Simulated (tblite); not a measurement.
`C1([N]C(C)=O)CC1` [radical] (doublet state). Computed geometry: GFN2-xTB, gas phase. This method treats the open shell by occupation alone, without spin polarisation.

```
atom  x, y, z in Å
C1     2.5595   -0.0752    0.0131
C2     1.1855    0.1606   -0.5745
O3     0.9345    1.1020   -1.3147
N4     0.3317   -0.8440   -0.3113
C5    -1.0036   -0.7961   -0.1852
C6    -1.7000    0.2400    0.7288
C7    -1.8723    0.3778   -0.7216
H8     3.2190   -0.4269   -0.7779
H9     2.5180   -0.8214    0.8004
H10    2.9548    0.8636    0.3930
H11   -1.4647   -1.7782   -0.2227
H12   -1.0388    0.9293    1.2326
H13   -2.5121   -0.1374    1.3317
H14   -2.7999    0.0726   -1.1814
H15   -1.3159    1.1414   -1.2437
```

(1) What is the repulsion energy of the bare nuclei, Σ ZA·ZB/RAB?

(2) What is the longest distance between nuclei?

(3) Work out the bond lengths C1–H8, C1–H10, C2–N4, C5–H11, C6–H12 in Å.

(4) How far are the heavy atoms from their best plane (unweighted least squares)?

(5) Where is the centre of mass (commonest isotopes), and what is the radius of gyration?

(6) Give the dihedral angles H11–C5–C6–C7, N4–C5–C7–H15, H12–C6–C7–H15.

(7) What are the angles C2–C1–H9, H8–C1–H9, C6–C5–H11, N4–C5–C7, C7–C5–H11, C5–C6–C7?

(8) How far apart are these pairs, which share no bond: C1···H11, C1···H14, C2···H14, O3···H10, C6···H11, H8···H10?

(9) Write the matrix of distances between heavy atoms (Å, lower triangle).

Results:

(1) 295.59 Eh over 105 pairs, with full nuclear charges and distances in bohr; the largest single term is 20.76 Eh (C2 with O3).

(2) H8···H13, 6.11 Å; the next longest distance is 6.05 Å.

(3) For C1–H8 the difference vector is (0.6595, -0.3517, -0.7910) Å, of length 1.0883 Å. C1–H8 1.088; C1–H10 1.087; C2–N4 1.344; C5–H11 1.086; C6–H12 1.080 Å.

(4) 0.443 Å rms; C1 0.37, C2 0.03, O3 0.03, N4 0.51, C5 0.46, C6 0.85, C7 0.20 Å (magnitudes).

(5) Mass 98.061 u; centre at (0.094, 0.046, -0.346) Å; Rg = √(Σ m r²/M) = 1.841 Å. As Ia + Ib + Ic = 2 Σ m r², the three principal moments sum to 664.9 u·Å².

(6) H11–C5–C6–C7 -105° (anticlinal); N4–C5–C7–H15 2° (synperiplanar); H12–C6–C7–H15 2° (synperiplanar). Dihedral signs follow IUPAC: positive where, seen along the central bond, the front bond turns clockwise onto the rear one.

(7) From the scalar product of the two bond vectors; for C2–C1–H9 it is -0.5816 Å² over 1.5129 × 1.0855 Å², cos θ = -0.3541. C2–C1–H9 110.7°; H8–C1–H9 109.2°; C6–C5–H11 115.8°; N4–C5–C7 123.4°; C7–C5–H11 115.7°; C5–C6–C7 62.1°.

(8) C1···H11 4.376 Å (4 bonds apart); C1···H14 5.493 Å (5 bonds apart); C2···H14 4.032 Å (4 bonds apart); O3···H10 2.656 Å (3 bonds apart); C6···H11 2.244 Å (2 bonds apart); H8···H10 1.762 Å (2 bonds apart).

(9) 
```
C1    0.000
C2    1.513  0.000
O3    2.406  1.224  0.000
N4    2.379  1.344  2.271  0.000
C5    3.641  2.421  2.939  1.342  0.000
C6    4.331  3.167  3.444  2.527  1.547  0.000
C7    4.515  3.069  2.959  2.553  1.556  1.467  0.000
```

GFN2-xTB frequencies show an imaginary mode (23i cm⁻¹), so the point is no minimum at that level.

The run took 0.25 s on one thread of an Intel Xeon 6975P-C, on a shared host. This is the geometry optimisation.

One conformer stands for the species.
